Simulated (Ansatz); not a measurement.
Reaction (redistribution): `[CH3][Ge]([SH])([Cl])[Cl]` + `[SH][Sn][Cl]` → `[SH][Ge]([Cl])([Cl])[Cl]` + `[CH3][Sn][SH]`

Gas-phase electronic energies from Ansatz, PBE0-D4/def2-TZVP geometries. CCSD(T)/CBS is the MP2 limit (def2-TZVPP, def2-QZVPP) plus CCSD(T) − MP2 in def2-TZVPP, frozen cores. Functionals use def2-TZVPP. def2 core potentials past Kr. For Ge, Sn outer-core shells are correlated without core-valence functions, which leaves a few kJ/mol of doubt a bond. Scalar relativity is left out up to krypton. One conformer a species, not always the lowest.

| species | ωB97M-V energy (Eh) |
| --- | --- |
| `[CH3][Ge]([SH])([Cl])[Cl]` | -3436.09560 |
| `[SH][Sn][Cl]` | -1073.32579 |
| `[SH][Ge]([Cl])([Cl])[Cl]` | -3856.41894 |
| `[CH3][Sn][SH]` | -652.96482 |

Problem. Work out ΔE.

Solution. ΔE = (-3856.41894) + (-652.96482) − (-3436.09560) − (-1073.32579) = 0.03763 Eh = +98.8 kJ/mol. CCSD(T)/CBS gives +102.1 kJ/mol.

Problem. What do rigid-rotor, harmonic-oscillator terms from PBE0-D4/def2-TZVP frequencies (298.15 K, 1 bar) make of the CCSD(T)/CBS value? (An estimate is asked.)

Solution. Ansatz gave: ΔZPE = -3.0 kJ/mol, ΔH = +99.4 kJ/mol, ΔS = 0 J/(mol·K), ΔG = +99.4 kJ/mol.

Largest T1 diagnostic among the species: 0.015.

At CCSD(T), def2-SVP lies −10.4 kJ/mol from the extrapolated value and def2-TZVPP −7.6 kJ/mol. In def2-TZVPP, CCSD(T) changes the Hartree–Fock value by −9.0 kJ/mol (the triples alone add −1.3 kJ/mol) and MP2 by −6.6 kJ/mol.
